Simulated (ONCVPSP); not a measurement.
## Before and after: ONCV potential for germanium

```json
{"Element": "germanium (Ge)", "Generator": "ONCVPSP 4.0.1", "Type": "optimised norm-conserving Vanderbilt (ONCV)", "Functional": "PBE", "Relativity": "scalar-relativistic", "Frozen core": "[Ar]", "Valence charge": "14", "Reference configuration": "3d10 4s2 4p1.75 (charge +0.25)", "Partial waves": "4s: rc 1.85 bohr, ncon 4, nbas 8, qcut 3.6 1/bohr, 3 projectors, debl 3.9 Ha; 4p: rc 1.65 bohr, ncon 4, nbas 9, qcut 4.7 1/bohr, 3 projectors, debl 0.3 Ha; 3d: rc 1.05 bohr, ncon 5, nbas 9, qcut 16.2 1/bohr, 2 projectors, debl 2.8 Ha", "Local potential": "polynomial inside 0.95 bohr (lpopt 5, dvloc0 0 Ha)", "Core correction": "Teter function, fcfact 4, rcfact 1.65"}
```

Change: all radii but the core radius scaled by about 1.14 (s 2.12, p 1.88, d 1.20 bohr); local potential polynomial inside 1.08 bohr (lpopt 5, dvloc0 0 Ha).

Cutoffs: the cutoffs (Ha) at which the residual kinetic energy of the hardest occupied pseudo-wave falls to 1 and 0.1 mHa per electron; they do not see the model core or the augmentation charge, which bear on the density cutoff. Errors are all-electron minus pseudo energies relative to the spin-unpolarised reference configuration.

Problem. What does the change do?

Solution. The potential gets softer (107 Ha and 118 Ha → 94 Ha and 106 Ha); both files keep a bound ghost (p); of the 4 tests that both files solve, the error grows in 1 and shrinks in 1 by more than 15 % and 0.3 meV (median size 0.9 → 0.5 meV). A larger radius leaves more room for a smooth pseudo-wave, so fewer plane waves are needed.

```csv
quantity,base,changed
"cutoff, loose",107 Ha,94 Ha
"cutoff, tight",118 Ha,106 Ha
loose cutoff by channel,"s 13 Ha, p 6.9 Ha, d 107 Ha","s 6.6 Ha, p 7.0 Ha, d 94 Ha"
bound ghosts,p,p
GHOST(+) flags under 300 eV,"s at 171.5 eV, p at 265.5 eV",s at 189.5 eV
"error for 3d10 4s2 4p2, meV [ΔE -1.18 eV]",+0.1,+0.1
"error for 3d10 4s2 4p1, meV [ΔE 6.26 eV]",-0.9,-0.9
"error for 3d10 4s2 4p0, meV [ΔE 21.70 eV]",-0.8,0.0
"error for 3d10 4s1 4p2, meV [ΔE 14.98 eV]",-2.4,-10
"rms error of d²Exc/dni dnj with the model core, mHa",1.81,0.99
```

 A true bound ghost makes a file unfit for plane-wave use even where its test errors are small: the radial tests pick states by their node count and pass the ghost by.
